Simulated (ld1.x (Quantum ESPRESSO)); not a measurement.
Sr: excitation energies, all-electron against PAW

Sr (Z = 38), PAW, made with ld1.x (Quantum ESPRESSO) 7.5 (PBEsol, fully relativistic). Core [Ar] 3d10, reference 4s2 4p6 4d0 5s2 5p0. Waves: 4s (bound): rcut 2.10, rcutus 2.40 bohr; 5s (bound): rcut 2.10, rcutus 2.40 bohr; 4p (bound): rcut 2.55, rcutus 3.15 bohr; 5p (bound, empty): rcut 2.55, rcutus 3.15 bohr; 4d (bound, empty): rcut 2.05, rcutus 2.60 bohr; 4d channel at 1.94 Ry: rcut 2.05, rcutus 2.60 bohr. Local part: all-electron potential smoothed inside 2.00 bohr (lloc = -1). Core correction: a·sin(br)/r model core, default radius (core density twice the valence density). Augmentation charge: BG, radius 2.20 bohr.

Open shells are filled in proportion to 2j + 1 (rel_dist='average').

Energies are relative to the spin-unpolarised reference configuration 4s2 4p6 4d0 5s2 5p0; without spin polarisation the order of configurations can differ from experiment. Not all tests gave a result: test run stopped at test 7 of 7 (negative rho).

(1) Give the all-electron excitation energy and the error of the potential for: 4s2 4p6 4d0 5s1 5p0; 4s2 4p6 4d0 5s0 5p0; 4s2 4p6 4d0 5s1.5 5p0; 4s2 4p6 4d1 5s1 5p0; 4s2 4p6 4d1 5s0 5p0; 4s2 4p6 4d0 5s0 5p1.

Levels in the configuration 4s2 4p6 4d0 5s0 5p1:

```tsv
level	all-electron (eV)	pseudo (eV)
4s j=1/2	-48.465	-48.068
4p j=1/2	-31.127	-30.619
4p j=3/2	-29.946	-29.450
5p j=1/2	-6.094	-6.166
5p j=3/2	-5.988	-6.042
```

The ghost test of this file was not conclusive.

Results:

(1)

```csv
valence configuration,charge,ΔE all-electron (eV),error AE − PS (meV)
4s2 4p6 4d0 5s1 5p0,+1,5.895,+2.1
4s2 4p6 4d0 5s0 5p0,+2,16.790,+12
4s2 4p6 4d0 5s1.5 5p0,+0.5,2.346,+0.4
4s2 4p6 4d1 5s1 5p0,0,2.332,+37
4s2 4p6 4d1 5s0 5p0,+1,7.631,+34
4s2 4p6 4d0 5s0 5p1,+1,8.817,+73
```
